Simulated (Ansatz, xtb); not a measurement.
# Relaxing a trial structure of CH2BeCl

The starting geometry of this gas-phase doublet has its atoms placed at random.

```json
{"atom": "C", "x (Å)": "0.3542", "y (Å)": "1.0942", "z (Å)": "-0.2897"}
{"atom": "Be", "x (Å)": "-1.2637", "y (Å)": "-0.2865", "z (Å)": "-1.2080"}
{"atom": "Cl", "x (Å)": "-1.6044", "y (Å)": "0.1120", "z (Å)": "0.8270"}
{"atom": "H", "x (Å)": "-0.1663", "y (Å)": "-1.1407", "z (Å)": "-1.6206"}
{"atom": "H", "x (Å)": "1.5492", "y (Å)": "1.3011", "z (Å)": "-0.0645"}
```

Question: One run relaxed it with r2SCAN-D4/def2-SVP. What is a likely outcome?

Answer: It ends as `[BeH][CH]Cl`. Distances that change by over a tenth: C1–H5 (1.23 → 1.10 Å). Contacts that open: Be2–Cl3 (2.10 → 2.89 Å). Contacts that close: C1–Be2 (2.32 → 1.66 Å), C1–Cl3 (2.46 → 1.74 Å).

The energy falls by 3.91 eV over 14 steps:

```json
{"step": "1", "E − E(last) (eV)": "3.912"}
{"step": "2", "E − E(last) (eV)": "2.721"}
{"step": "4", "E − E(last) (eV)": "1.499"}
{"step": "5", "E − E(last) (eV)": "1.142"}
{"step": "7", "E − E(last) (eV)": "0.493"}
{"step": "8", "E − E(last) (eV)": "0.242"}
{"step": "10", "E − E(last) (eV)": "0.137"}
{"step": "11", "E − E(last) (eV)": "0.034"}
{"step": "13", "E − E(last) (eV)": "0.001"}
{"step": "14", "E − E(last) (eV)": "0.000"}
```

Final geometry (Å):

```xyz
5

C     0.0360    0.6795   -0.1011
Be   -0.3021   -0.4354   -1.2893
Cl   -1.1160    0.7740    1.2018
H    -0.5985   -1.3368   -2.2265
H     0.8494    1.3988    0.0596
```

From the same start GFN2-xTB ends elsewhere, differing in Be2–Cl3 (2.11 against 2.89 Å here).

From so rough a start the end depends on the optimiser's path, so another program may land elsewhere. The end wasn't checked by frequencies. Open shells are spin-unrestricted. Run with Ansatz 0.2.0, 100 s on 1 thread of Arm Neoverse N1, with other jobs on the host.
